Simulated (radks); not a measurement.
These are the eigenvalues of the occupied orbitals of an atom or ion with whole-number occupations (eV). All-electron calculation, Dirac Kohn-Sham, exchange-only PBE, spin-unpolarised, spherical densities, finite nucleus; Fermi nuclear charge, rms radius of each element as measured or else 0.836 A^(1/3) + 0.57 fm. Program: a radial shooting solver on a logarithmic mesh with Libxc functionals.

orbital  eigenvalue
1s1/2     -68680.53
2s1/2     -14555.27
2p1/2     -14086.44
2p3/2     -12878.50
3s1/2     -5531.213
3p1/2     -5347.071
3p3/2     -5046.183
3d3/2     -4775.325

Which element is it, and in what charge state? The configuration may be excited. Open shells, if any, fill j = l - 1/2 first.

Answer. Z = 72, hafnium, charge +52: Hf52+ in [Ar] 3d2. The list shows which subshells hold electrons but not how many an open one holds; the 1s level, -2524 hartree, gives Z - s = 71.0 by -(Z - s)^2/2, which with screening and relativity narrows Z to a few neighbours, and the depths of the outer levels then fix element, charge and occupations together.
